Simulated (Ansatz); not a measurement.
Isolated molecules relaxed with PBE0-D4/def2-TZVP in Ansatz; ΔE leaves out vibrations. CCSD(T)/CBS adds triple-zeta CCSD(T) − MP2 to the extrapolated MP2 energy (def2 sets, frozen cores). Functionals use def2-TZVPP. For Ga, Ge outer-core shells are correlated without core-valence functions, which leaves a few kJ/mol of doubt a bond. Scalar relativity is left out up to krypton. Each species was taken in one conformer, which may not be the lowest.

Reaction (redistribution): `[GaH2][NH][SiH2][SiH2][GeH3]` + `CC[SiH3]` → `[SiH3][SiH2][SiH2][GeH3]` + `CC[NH][GaH2]`

CCSD(T)/CBS gives +1.09 eV.

(1) Another level gave +0.90 eV. Which?
A. BHLYP-D4/def2-TZVPP
B. B97M-V/def2-TZVPP
C. PBE0/def2-TZVPP
D. PBE/def2-TZVPP

Largest T1 diagnostic among the species: 0.014.

## Answers

(1) C. PBE0 0.90, BHLYP-D4 1.16, B97M-V 1.01, PBE 0.81 eV.

From BLYP to BHLYP (50 % exact exchange), in def2-TZVPP and without D4, ΔE moves by +0.20 eV. At CCSD(T), def2-SVP lies −0.29 eV from the extrapolated value and def2-TZVPP −0.02 eV. In def2-TZVPP, CCSD(T) changes the Hartree–Fock value by +0.04 eV (the triples alone add +0.00 eV) and MP2 by +0.15 eV.
